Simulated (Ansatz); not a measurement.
GeO₄H₄⁻. The state is a doublet with charge -1. Geometry PBE-D4/def2-SVP, that of the neutral singlet.

```
atom    x (Å)    y (Å)    z (Å)
 Ge1   0.4585  -0.4481  -0.1264
  O2  -1.3520  -0.1570   0.0327
  O3   0.8619  -1.8537   0.8804
  O4   1.2531   1.0022   0.5446
  O5  -1.4644   1.1661  -0.6173
  H6   0.6507   1.7598   0.4022
  H7   0.8194  -1.6134   1.8259
  H8  -2.0614   0.9371  -1.3602
  H9   0.8342  -0.7929  -1.5819
```

The structure holds one bond between oxygen atoms, so isomers without such links may lie far lower. At PBE-D4/def2-TZVPD, r2SCAN-D4/def2-TZVPD, PBE0-D4/def2-TZVPD the highest occupied level of the charge -1 doublet lies above zero (up to 2.21 eV). By energy differences it is unbound by 0.50 eV (vertical, against the charge 0 singlet, at r2SCAN-D4/def2-TZVPD) and held by the finite basis. The structure comes from a short search, and lower isomers may exist.

(1) Estimate the α-spin orbital energies around the gap (eV) in Ansatz with PBE-D4/def2-TZVPD, r2SCAN-D4/def2-TZVPD, PBE0-D4/def2-TZVPD.

## Answers

(1) 
| orbital | PBE-D4/def2-TZVPD | r2SCAN-D4/def2-TZVPD | PBE0-D4/def2-TZVPD |
| --- | --- | --- | --- |
| HOMO−5 | -4.52 | -4.95 | -6.33 |
| HOMO−4 | -3.49 | -3.93 | -5.46 |
| HOMO−3 | -3.43 | -3.85 | -5.24 |
| HOMO−2 | -2.47 | -2.83 | -4.29 |
| HOMO−1 | -1.50 | -1.83 | -3.31 |
| HOMO | 2.19 | 2.21 | 1.91 |
| LUMO | 2.35 | 2.48 | 2.77 |
| LUMO+1 | 3.12 | 3.42 | 3.65 |
| LUMO+2 | 3.27 | 3.54 | 3.94 |
| LUMO+3 | 3.55 | 3.97 | 4.14 |
| LUMO+4 | 4.20 | 4.48 | 4.67 |
| LUMO+5 | 4.26 | 4.54 | 4.79 |
| β HOMO | -1.38 | -1.68 | -3.18 |
| β LUMO | 2.64 | 2.99 | 3.19 |
